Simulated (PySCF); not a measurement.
Isomers of C6H15ClSSi, one GFN2-xTB conformer each. Single-point energies are computed at PBE0/pcSseg-1 (PySCF, gas phase, no added dispersion term), electronic only.

| SMILES | GFN2-xTB relative energy (kcal/mol) |
| --- | --- |
| CCCCS[Si](C)(C)Cl | 7.7 |
| CC[Si@@H](Cl)SCC(C)C | 0.0 |

Conformers: `[CH3:1][CH2:2][CH2:3][CH2:4][S:5][Si:6]([CH3:7])([CH3:8])[Cl:9]` with C1–C2–C3–C4 70°, C2–C3–C4–S5 58°, C3–C4–S5–Si6 69°, C4–S5–Si6–C7 147°; `[CH3:1][CH2:2][Si@@H:3]([Cl:4])[S:5][CH2:6][CH:7]([CH3:8])[CH3:9]` with C1–C2–Si3–Cl4 -60°, C2–Si3–S5–C6 -158°, Si3–S5–C6–C7 -72°, S5–C6–C7–C8 175°.

Question: What does PBE0/pcSseg-1 give for the same structures?

Answer: 
| SMILES | PBE0/pcSseg-1 E (Eh) | PBE0/pcSseg-1 (kcal/mol) | GFN2-xTB (kcal/mol) | point group |
| --- | --- | --- | --- | --- |
| CCCCS[Si](C)(C)Cl | -1384.88319 | 0.0 | 7.7 | C1 |
| CC[Si@@H](Cl)SCC(C)C | -1384.86537 | 11.2 | 0.0 | C1 |

GFN2-xTB puts CC[Si@@H](Cl)SCC(C)C lowest instead. 

Question: Which frontier levels, dipoles and rotational constants go with these structures?

Answer: 
```json
{"SMILES": "CCCCS[Si](C)(C)Cl", "HOMO (eV, PBE0/pcSseg-1)": "-6.83", "LUMO (eV)": "0.28", "dipole (D)": "1.18", "A, B, C (MHz)": "1520, 552.2, 522.8"}
{"SMILES": "CC[Si@@H](Cl)SCC(C)C", "HOMO (eV, PBE0/pcSseg-1)": "-6.97", "LUMO (eV)": "0.10", "dipole (D)": "0.65", "A, B, C (MHz)": "1585, 559.7, 470.8"}
```
